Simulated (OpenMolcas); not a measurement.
# Co6+, Rh6+, Ir6+: d³ down the group

- Program: OpenMolcas 26.06
- Method: CASSCF
- Basis: ANO-R3
- Scalar Hamiltonian: X2C, finite nucleus
- Spin-orbit coupling: state interaction with AMFI integrals over the reference wave functions, term energies averaged over their components

Active space for each ion: 3 electrons in 5 orbitals (d).

Computed levels in cm-1 above ⁴F_3/2:

| Level | Co6+ | Rh6+ | Ir6+ |
| --- | --- | --- | --- |
| ⁴F_5/2 | 708 | 1754 | 7493 |
| ⁴F_7/2 | 1659 | 3890 | 13694 |
| ⁴F_9/2 | 2819 | 6220 | 17899 |
| ⁴P_1/2 | 25705 | 18253 | 21774 |
| ⁴P_3/2 | 25935 | 18121 | 18943 |
| ²G_7/2 | 26582 | 20535 | 28622 |
| ⁴P_5/2 | 26839 | 20962 | 30946 |
| ²G_9/2 | 27495 | 21635 | 45554 |
| ²P_1/2 | 34951 | 26699 | 37365 |
| weight of ⁴F in the lowest level (%) | 100 | 98 | 84 |

Mixed levels, with the weight of the term that names them: Rh6+ ²G_9/2 (70 %), Ir6+ ⁴F_9/2 (61 %), Ir6+ ⁴P_1/2 (74 %), Ir6+ ⁴P_3/2 (50 %), Ir6+ ²G_9/2 (58 %), Ir6+ ²P_1/2 (74 %).

Measured, with the error of the calculation in %. Measured levels: Co6+ from Sugar and Corliss, J. Phys. Chem. Ref. Data 10, 1097 (1981).

```
 Level           Co6+
⁴F_5/2     698 (+1.5)
⁴F_7/2    1610 (+3.1)
⁴F_9/2    2723 (+3.5)
⁴P_1/2  21096 (+21.8)
⁴P_3/2  21304 (+21.7)
⁴P_5/2  22187 (+21.0)
```

The fine-structure level ⁴F_9/2 changes by a factor of 6.35 from Co6+ to Ir6+.

Without spin-orbit coupling ⁴P lies 24803, 16302, 14719 cm-1 above ⁴F in that order; the difference to the level ⁴P_1/2, of either sign, comes from spin-orbit coupling, which also lowers the zero.

Without dynamic correlation excited terms often stand tens of per cent too high (terms of higher spin than the ground term too low), and those without a measured partner can miss by more than the paired ones. Computed and measured levels are paired by configuration, term and J; levels that our copy of the source lacks, or whose pairing is in doubt (as where it misses far off the trend of its configuration), stay unpaired and out of the deviations. Only configurations of the active space appear.
